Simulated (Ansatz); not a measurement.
C₂H₆O₂SSi, SMILES `OC(=S)OC[SiH3]`, relaxed with RKS PBE-D4/def2-SVP in Ansatz 0.2.0 from a rough embedded geometry. The force threshold is 0.03 eV/Å; the program also tests the step.

Total charge 0; spin multiplicity 1.

Start:

```xyz
12

O     0.242   -0.252    2.323
C     1.113    0.472    1.544
S     2.442    1.254    2.159
O     0.810    0.445    0.176
C    -0.402   -0.193   -0.213
Si   -0.740   -0.116   -2.034
H     0.637   -0.163    3.236
H    -0.278   -1.281    0.045
H    -1.233    0.186    0.362
H    -0.950    1.271   -2.457
H     0.351   -0.730   -2.801
H    -1.993   -0.895   -2.341
```

```json
{"step": "1", "energy (eV)": "-24952.0062", "largest force (eV/Å)": "2.125", "largest move (Å)": "0.000"}
{"step": "2", "energy (eV)": "-24952.2019", "largest force (eV/Å)": "0.929", "largest move (Å)": "0.083"}
{"step": "3", "energy (eV)": "-24952.2316", "largest force (eV/Å)": "0.528", "largest move (Å)": "0.076"}
{"step": "4", "energy (eV)": "-24952.2541", "largest force (eV/Å)": "0.149", "largest move (Å)": "0.035"}
{"step": "5", "energy (eV)": "-24952.2575", "largest force (eV/Å)": "0.077", "largest move (Å)": "0.022"}
{"step": "6", "energy (eV)": "-24952.2597", "largest force (eV/Å)": "0.065", "largest move (Å)": "0.030"}
{"step": "7", "energy (eV)": "-24952.2605", "largest force (eV/Å)": "0.021", "largest move (Å)": "0.023"}
```

End:

```xyz
12

O     0.282   -0.215    2.304
C     1.115    0.469    1.492
S     2.462    1.269    2.007
O     0.730    0.432    0.215
C    -0.469   -0.294   -0.154
Si   -0.711   -0.102   -2.039
H     0.671   -0.109    3.199
H    -0.371   -1.364    0.131
H    -1.343    0.104    0.405
H    -0.872    1.349   -2.388
H     0.465   -0.683   -2.768
H    -1.961   -0.856   -2.404
```

Run time 16 s (2 threads of an AMD EPYC 7R13 on a shared host); peak host memory 0.23 GiB.
